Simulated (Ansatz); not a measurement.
Ansatz (an electronic-structure program) input (PBE/def2-SVP):

Ansatz 0.2 input:
```yaml
crystal:
  periodic: [false, false, false]
  atoms:
    - {symbol: C, position_ang: [-2.41258030, -0.01888964, -0.05731211]}
    - {symbol: C, position_ang: [-0.93801091, 0.30083308, -0.04676144]}
    - {symbol: C, position_ang: [-0.05226916, -0.70089223, 0.05439762]}
    - {symbol: Cl, position_ang: [1.73554293, 0.08710432, 0.03538939]}
    - {symbol: H, position_ang: [-2.90761299, 0.31745366, -0.98009618]}
    - {symbol: H, position_ang: [-2.95041684, 0.45692304, 0.77578377]}
    - {symbol: H, position_ang: [-2.55399749, -1.09976569, 0.02509439]}
    - {symbol: H, position_ang: [-0.67504020, 1.35830825, -0.12434605]}
basis:
  gaussian:
    orbitals: def2-SVP
hamiltonian:
  xc: {name: PBE}
total_charge: -1
output: {forces: true}
```

Output:

```
Functional definition: PBE
integrals: 0.03 GiB planned
901 factors; their error is unknown
mean field: 0.17 GiB planned
mean field evaluation 1: about -15676.3504 eV, gradient 4.3e1 eV
mean field evaluation 2: about -15666.1969 eV, gradient 7.2e1 eV
mean field evaluation 4: about -15681.3004 eV, gradient 8.6e0 eV
mean field evaluation 8: about -15681.4501 eV, gradient 2.4e-1 eV
mean field evaluation 16: about -15681.4502 eV, gradient 3.2e-5 eV
mean field -15681.45018482 eV, -576.2826650236 hartree, gradient 3.2e-5 eV, S^2 0.000000; 0 other end points of the search recorded, 0 dependent functions left out
the calculation of the forces begins
reference -15681.45021218 eV, -576.2826660288 hartree; 20, 20 occupied and 60, 60 virtual orbitals, 901 factors
Total energy: -15681.45021218 eV, -576.2826660288 hartree
Atom 0 at    -2.412580    -0.018890    -0.057312 Å, force     0.497283     0.190581    -0.003015 eV/Å
Atom 1 at    -0.938011     0.300833    -0.046761 Å, force    -0.682424     0.228277    -0.034768 eV/Å
Atom 2 at    -0.052269    -0.700892     0.054398 Å, force     0.877741    -0.949460     0.096813 eV/Å
Atom 3 at     1.735543     0.087104     0.035389 Å, force    -0.109973    -0.024011    -0.000774 eV/Å
Atom 4 at    -2.907613     0.317454    -0.980096 Å, force    -0.323906     0.181498    -0.475332 eV/Å
Atom 5 at    -2.950417     0.456923     0.775784 Å, force    -0.345842     0.252971     0.424496 eV/Å
Atom 6 at    -2.553997    -1.099766     0.025094 Å, force    -0.044523    -0.611307     0.047471 eV/Å
Atom 7 at    -0.675040     1.358308    -0.124346 Å, force     0.131644     0.731450    -0.054890 eV/Å
Dipole moment:    -0.281982     0.433245    -0.041287 e Å
```

The dipole moment of an ion depends on the origin.

The geometry given is a B3LYP-D3(BJ)/def2-TZVP minimum.
